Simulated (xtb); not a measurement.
C4H4OSe, SMILES [Se]1CC(C1=C)=O. All values are semi-empirical tight-binding results from xtb (GFN2-xTB unless named), good for trends rather than for accurate numbers. Coordinates come from a GFN2-xTB optimisation. The structure was generated by enumeration, and PubChem lists no compound with its InChIKey, so it may never have been made.

Optimised geometry:

Bonds (Å): C1–C2 1.327, C1–H7 1.078, C1–H8 1.077, C2–Se3 1.920, C2–C5 1.479, Se3–C4 1.980, C4–C5 1.522, C4–H9 1.090, C4–H10 1.090, C5–O6 1.196. Bond angles (°): C2–C1–H7 119.9, C2–C1–H8 122.3, H7–C1–H8 117.7, C1–C2–Se3 133.8, C1–C2–C5 130.9, Se3–C2–C5 95.3, C2–Se3–C4 72.6, Se3–C4–C5 91.5, Se3–C4–H9 113.8, Se3–C4–H10 113.8, C5–C4–H9 113.8, C5–C4–H10 113.8, H9–C4–H10 109.4, C2–C5–C4 100.6, C2–C5–O6 130.3, C4–C5–O6 129.1.

Computed properties:
- point group as xtb finds it = Cs
- orbital gap = 2.08 eV
- zero-point energy = 41.2 kcal/mol
- G − E(el) at 298.15 K (modified RRHO) = 21.6 kcal/mol
- static polarisability (D4 model) = 73.8 bohr³
- solvation energy, GFN2-xTB/ALPB(water) = -1.9 kcal/mol
- solvation energy, GFN2-xTB/ALPB(chcl3) = -6.5 kcal/mol

**Question.** Give the atomic charges and the Wiberg bond orders between heavy atoms. (An estimate is asked for; the answer gives what the named calculation found.)

**Answer.** charges (e) C1 -0.07, C2 0.00, Se3 -0.08, C4 -0.07, C5 0.25, O6 -0.33, H7 0.08, H8 0.07, H9 0.08, H10 0.08. Bond orders C1–C2 1.82, C2–Se3 1.04, Se3–C4 1.02, C2–C5 1.03, C4–C5 0.98, C5–O6 1.86.
